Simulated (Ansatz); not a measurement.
The cluster Li5H6, relaxed as a doublet with UKS r2SCAN-D4/def2-TZVP in Ansatz, starting from the GFN2-xTB geometry. Force threshold 0.02 eV/Å.

In the doublet, H8 and H11 lie 0.75 Å apart (atoms count from 1), so H2 has formed as a molecule. Another isomer (doublet) lies 0.23 eV lower at PBE0-D4/def2-TZVP; other spin states weren't run for this one.

Start:

```csv
atom,x (Å),y (Å),z (Å)
Li1,0.900,-0.620,-1.994
Li2,-0.825,1.056,-0.692
Li3,1.598,0.497,0.527
Li4,-0.364,-1.429,0.301
Li5,-0.854,0.655,2.001
H6,1.158,-1.043,0.831
H7,-0.727,-0.653,-1.467
H8,-1.625,-0.121,0.686
H9,0.653,1.611,-0.213
H10,1.491,-1.041,-3.268
H11,-1.405,1.087,3.288
```

```json
{"step": "1", "energy (eV)": "-1116.9867", "largest force component (eV/Å)": "1.631", "SCF passes": "52"}
{"step": "2", "energy (eV)": "-1117.5721", "largest force component (eV/Å)": "0.810", "SCF passes": "39"}
{"step": "3", "energy (eV)": "-1117.7583", "largest force component (eV/Å)": "0.414", "SCF passes": "35"}
{"step": "4", "energy (eV)": "-1117.8594", "largest force component (eV/Å)": "0.199", "SCF passes": "34"}
{"step": "5", "energy (eV)": "-1117.9454", "largest force component (eV/Å)": "0.172", "SCF passes": "33"}
{"step": "6", "energy (eV)": "-1118.0248", "largest force component (eV/Å)": "0.175", "SCF passes": "33"}
{"step": "7", "energy (eV)": "-1118.1000", "largest force component (eV/Å)": "0.184", "SCF passes": "33"}
{"step": "8", "energy (eV)": "-1118.1633", "largest force component (eV/Å)": "0.182", "SCF passes": "34"}
{"step": "9", "energy (eV)": "-1118.2340", "largest force component (eV/Å)": "0.190", "SCF passes": "33"}
{"step": "10", "energy (eV)": "-1118.2585", "largest force component (eV/Å)": "0.090", "SCF passes": "32"}
{"step": "11", "energy (eV)": "-1118.2698", "largest force component (eV/Å)": "0.131", "SCF passes": "30"}
{"step": "14", "energy (eV)": "-1118.4070", "largest force component (eV/Å)": "0.281", "SCF passes": "33"}
{"step": "17", "energy (eV)": "-1118.7544", "largest force component (eV/Å)": "0.265", "SCF passes": "48"}
{"step": "20", "energy (eV)": "-1118.9050", "largest force component (eV/Å)": "0.101", "SCF passes": "37"}
{"step": "23", "energy (eV)": "-1119.1231", "largest force component (eV/Å)": "0.232", "SCF passes": "28"}
{"step": "26", "energy (eV)": "-1119.3691", "largest force component (eV/Å)": "0.311", "SCF passes": "29"}
{"step": "29", "energy (eV)": "-1119.6277", "largest force component (eV/Å)": "0.266", "SCF passes": "34"}
{"step": "32", "energy (eV)": "-1119.7078", "largest force component (eV/Å)": "0.202", "SCF passes": "30"}
{"step": "35", "energy (eV)": "-1119.9059", "largest force component (eV/Å)": "0.149", "SCF passes": "32"}
{"step": "38", "energy (eV)": "-1120.0815", "largest force component (eV/Å)": "0.132", "SCF passes": "30"}
{"step": "41", "energy (eV)": "-1120.1442", "largest force component (eV/Å)": "0.383", "SCF passes": "29"}
{"step": "44", "energy (eV)": "-1120.1711", "largest force component (eV/Å)": "0.261", "SCF passes": "31"}
{"step": "47 (rejected)", "energy (eV)": "-1120.1815", "largest force component (eV/Å)": "0.475", "SCF passes": "30"}
{"step": "50", "energy (eV)": "-1120.1862", "largest force component (eV/Å)": "0.049", "SCF passes": "32"}
{"step": "53", "energy (eV)": "-1120.1869", "largest force component (eV/Å)": "0.026", "SCF passes": "24"}
{"step": "54", "energy (eV)": "-1120.1870", "largest force component (eV/Å)": "0.004", "SCF passes": "25"}
```

Force components are those of the run's own axes.

End:

```csv
atom,x (Å),y (Å),z (Å)
Li1,1.204,-0.808,-2.579
Li2,-1.260,0.625,-1.393
Li3,1.340,0.218,-0.130
Li4,-0.769,-1.779,-0.411
Li5,-0.872,0.319,1.221
H6,0.282,-1.022,0.829
H7,-0.462,-0.923,-2.028
H8,-1.167,1.039,3.112
H9,-0.196,1.322,-0.129
H10,2.331,-0.154,-1.534
H11,-0.430,1.164,3.041
```

Bonds lost: Li4–H8, Li5–H8, Li5–H11 (atoms count from 1). Bonds formed: Li3–H10, Li5–H6, Li5–H9 (atoms count from 1).

No frequencies were taken in this run, so the end may be a saddle point.

Hardware: 4 threads of Arm Neoverse V2 on a shared host. Wall time 2 min.
